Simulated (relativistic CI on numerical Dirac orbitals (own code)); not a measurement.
**Calculated levels, Yb²⁺**

Method of calculation: Dirac-Coulomb-Breit CI, orbitals from a KLI potential per configuration, QED by a radiative potential, valence Slater integrals scaled by 0.85, configuration energies shifted to the measured levels that pair with them (semi-empirical) (own radial code, finite nucleus).

Configuration list (outside the closed core [Kr] 4d10 5s2): 4f14 5p6, 4f13 5p6 5d, 4f13 5p6 6s, 4f13 5p6 6p, 4f13 5p6 7s, 4f12 5p6 5d2, 4f12 5p6 5d 6s, 4f12 5p6 6s2, 4f13 5p6 5f, 4f12 5p6 5d 6p, 4f14 5p5 5d, 4f13 5p6 6d, 4f12 5p6 6s 6p, 4f12 5p6 5d 5f, 4f12 5p6 5f2, 4f13 5p6 7p, 4f13 5p6 7d, 4f13 5p6 6f, 4f13 5p6 5g, 4f13 5p6 7f, 4f12 5p6 6p2, 4f14 5p5 5f, 4f13 5p5 5d2, 4f14 5p4 5d2, 4f12 5p6 5f 6s, 4f14 5p5 6s. Levels of other configurations are missing.

```csv
No.,Configuration,Term,J,E (cm⁻¹),%,Landé g,jj configuration (%)
1,4f14 5p6,1S,0,0.0,94,,closed (94)
2,4f13 5p6 6s,3F°,4,35656.0,99,1.249,4f7/2^7 6s (99)
3,4f13 5p6 5d,3P°,2,35723.3,91,1.470,4f7/2^7 5d3/2 (76)
4,4f13 5p6 6s,1F°,3,36002.5,53,1.037,4f7/2^7 6s (99)
5,4f13 5p6 5d,3H°,5,39469.7,55,1.021,4f7/2^7 5d3/2 (95)
6,4f13 5p6 5d,3H°,6,40642.5,100,1.166,4f7/2^7 5d5/2 (100)
7,4f13 5p6 5d,3D°,3,41507.3,68,1.246,4f7/2^7 5d3/2 (85)
8,4f13 5p6 5d,3P°,1,41658.7,82,1.356,4f7/2^7 5d5/2 (64)
9,4f13 5p6 5d,1D°,2,42402.2,54,1.023,4f7/2^7 5d5/2 (77)
10,4f13 5p6 5d,3F°,4,42824.7,57,1.144,4f7/2^7 5d3/2 (85)
11,4f13 5p6 5d,1G°,4,44556.6,38,1.062,4f7/2^7 5d5/2 (83)
12,4f13 5p6 5d,1F°,3,44953.1,39,1.074,4f7/2^7 5d5/2 (79)
13,4f13 5p6 5d,3G°,5,45421.5,83,1.167,4f7/2^7 5d5/2 (94)
14,4f13 5p6 6s,3F°,2,45714.4,99,0.664,4f5/2^5 4f7/2^8 6s (99)
15,4f13 5p6 6s,3F°,3,46063.7,49,1.046,4f5/2^5 4f7/2^8 6s (93)
16,4f13 5p6 5d,3P°,0,46988.4,99,,4f5/2^5 4f7/2^8 5d5/2 (99)
17,4f13 5p6 5d,3H°,4,49386.9,77,0.847,4f5/2^5 4f7/2^8 5d3/2 (88)
18,4f13 5p6 5d,1D°,2,50964.2,44,0.973,4f5/2^5 4f7/2^8 5d3/2 (87)
19,4f13 5p6 5d,3D°,1,51461.3,84,0.645,4f5/2^5 4f7/2^8 5d5/2 (82)
20,4f13 5p6 5d,1H°,5,51916.2,43,1.043,4f5/2^5 4f7/2^8 5d5/2 (97)
21,4f13 5p6 5d,3F°,2,53132.2,61,0.862,4f5/2^5 4f7/2^8 5d5/2 (87)
22,4f13 5p6 5d,3G°,3,54144.7,50,0.888,4f5/2^5 4f7/2^8 5d3/2 (95)
23,4f13 5p6 5d,3G°,3,54910.8,39,0.952,4f5/2^5 4f7/2^8 5d5/2 (94)
24,4f13 5p6 5d,3G°,4,55624.8,53,1.043,4f5/2^5 4f7/2^8 5d5/2 (94)
25,4f13 5p6 5d,1P°,1,57544.6,89,0.992,4f5/2^5 4f7/2^8 5d3/2 (67)
26,4f13 5p6 6p,3D,3,72593.1,67,1.244,4f7/2^7 6p1/2 (95)
27,4f13 5p6 6p,3G,4,72925.4,44,1.069,4f7/2^7 6p1/2 (96)
28,4f13 5p6 6p,3G,5,78056.5,97,1.199,4f7/2^7 6p3/2 (97)
29,4f13 5p6 6p,1D,2,78203.7,48,1.060,4f7/2^7 6p3/2 (97)
30,4f13 5p6 6p,1F,3,78728.2,43,1.099,4f7/2^7 6p3/2 (94)
31,4f13 5p6 6p,3F,4,79123.2,74,1.193,4f7/2^7 6p3/2 (96)
```

Energies count from the lowest computed level; ° marks odd parity. Filled j subshells are mostly left out of the jj labels. The list stops below the first level whose count of f electrons has no measured partner.

The mean weight of the leading LS term, summed over parents, in these 31 levels is 67 %, and that of the leading jj configuration (from the same eigenvectors) 90 %, so jj coupling describes them better and the LS labels are nominal.

Configurations whose levels could be paired with our table of measured levels were shifted onto them, all but the ground configuration, by the median error of their levels; single terms can still be off by 1,000 to 2,000 cm⁻¹ or more, and rates follow the energies as ν³ (E1, M1) or ν⁵ (E2). The others borrow a shift and can be off by several thousand cm⁻¹ or more. The fine structure of a lone outer electron comes out too small, for d and f at times inverted, and misplaced configurations move strength between like terms. 23 of the 32 excited levels that our extract of the measured tables holds in this range could be paired (the sources list more); they are missed by 1855 cm⁻¹ on average and 10139 at most, after the shifts were fitted to these levels, and levels without a partner can miss by more.

LS names give the leading component of a level, which can be under half, so a name can repeat, a term be missing and a line seem to break the LS rules.
